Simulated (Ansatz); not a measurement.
Ideal-gas functions of `[F][SnH2][PH]S` at 800 K and 1 bar, from an Ansatz frequency run at PBE0-D4/def2-TZVP.

Molar mass 204.78 g/mol, point group C1 (symmetry number 1), electronic degeneracy 1, moments of inertia 113.221, 475.148, 485.091 u Å². Harmonic wavenumbers (cm⁻¹, unscaled): 30, 97, 118, 174, 312, 387, 493, 519, 592, 613, 660, 682, 797, 920, 1937, 1956, 2380, 2707.

Use S(trans) = R[1.5 ln M + 2.5 ln T − 1.1517]; rotational temperatures θ = 24.2544 K / I; S(rot) = R[ln(√π/σ · √(T³/θAθBθC)) + 1.5]; for each mode x = 1.438777 ν̃/T, S = R[x/(eˣ − 1) − ln(1 − e⁻ˣ)] and H = RT x/(eˣ − 1); 1 cm⁻¹ = 0.0119627 kJ/mol; R = 8.31446 J/(mol·K).

Question: By hand: the entropy, in J/(mol·K).

Answer: Translation 195.7. Rotation: θ = 0.2142, 0.051, 0.05 K, giving 131.8. Vibration, mode by mode: 32.59, 22.84, 21.22, 18.01, 13.23, 11.49, 9.58, 9.18, 8.18, 7.91, 7.36, 7.12, 6.00, 5.02, 1.18, 1.14, 0.62, 0.38, in all 183.0. Electronic 0.0. Sum 510.5 J/(mol·K).

Question: By hand: H − E and G − E in kJ/mol, counted from the electronic energy.

Answer: Zero-point energy ½ × 15374 × 0.0119627 = 92.0; thermal vibration 63.8; translation, rotation and pV give 4 RT = 26.6. H − E = 182.4 kJ/mol, and G − E = 182.4 − 800 × 510.5/1000 = -226.0 kJ/mol.

Vibration gives 36 % of the entropy, 76.7 J/(mol·K) of it from the modes under 150 cm⁻¹: soft modes count most, and the harmonic formula is weakest for them. The sum counts one conformer and one mirror image; others add a mixing term.
